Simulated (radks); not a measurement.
Problem. Neutral bismuth, configuration [Hg] 6p3. Calculated with a radial shooting solver on a logarithmic mesh with Libxc functionals: non-relativistic Kohn-Sham, PBE, spin-polarised, spherical densities, point nucleus; open shells are filled with parallel spins first (spin-orbit coupling, left out, can overturn this in heavy ions); relativity is left out, which matters for an element this heavy. Some entries of the table are withheld. Estimate them.

| orbital | occ. | eigenvalue (eV) | <r> (bohr) | <r^2> (bohr^2) |
|---|---|---|---|---|
| 1s up | 1 | -81022.55 | 0.01823 | 0.0004442 |
| 1s down | 1 | -81022.52 | 0.01823 | 0.0004442 |
| 2s up | 1 | -13692.77 | 0.07664 | 0.006880 |
| 2s down | 1 | -13692.76 | 0.07664 | 0.006880 |
| 2p up | 3 | -13192.62 | 0.06471 | 0.005068 |
| 2p down | 3 | -13192.60 | 0.06471 | 0.005068 |
| 3s up | 1 | -3283.383 | 0.1925 | 0.04222 |
| 3s down | 1 | -3283.366 | 0.1925 | 0.04222 |
| 3p up | 3 | -3044.730 | 0.1831 | 0.03875 |
| 3p down | 3 | -3044.707 | 0.1831 | 0.03875 |
| 3d up | 5 | -2599.276 | 0.1595 | 0.02967 |
| 3d down | 5 | -2599.256 | 0.1595 | 0.02967 |
| 4s up | 1 | -737.6178 | 0.4198 | 0.1983 |
| 4s down | 1 | -737.5829 | 0.4198 | 0.1983 |
| 4p up | 3 | -632.2804 | 0.4221 | 0.2019 |
| 4p down | 3 | -632.2425 | 0.4220 | 0.2019 |
| 4d up | 5 | -437.5942 | 0.4253 | 0.2082 |
| 4d down | 5 | -437.5539 | 0.4252 | 0.2082 |
| 4f up | 7 | -173.1008 | 0.4318 | 0.2216 |
| 4f down | 7 | -173.0562 | 0.4318 | 0.2216 |
| 5s up | 1 | -125.3194 | 0.9254 | 0.9583 |
| 5s down | 1 | -125.2158 | 0.9252 | 0.9578 |
| 5p up | 3 | -89.4083 | (1) | 1.102 |
| 5p down | 3 | -89.2957 | (2) | 1.100 |
| 5d up | 5 | -30.8059 | (3) | 1.711 |
| 5d down | 5 | -30.5450 | (4) | 1.681 |
| 6s up | 1 | -11.9215 | 2.470 | 6.886 |
| 6s down | 1 | -10.2342 | 2.450 | 6.811 |
| 6p up | 3 | -5.3391 | 3.071 | 10.82 |
| 6p down | 0 | -3.5686 | 3.149 | 11.52 |

Solution. 
(1) 5p up <r> (bohr): 0.9893
(2) 5p down <r> (bohr): 0.9885
(3) 5d up <r> (bohr): 1.217
(4) 5d down <r> (bohr): 1.208
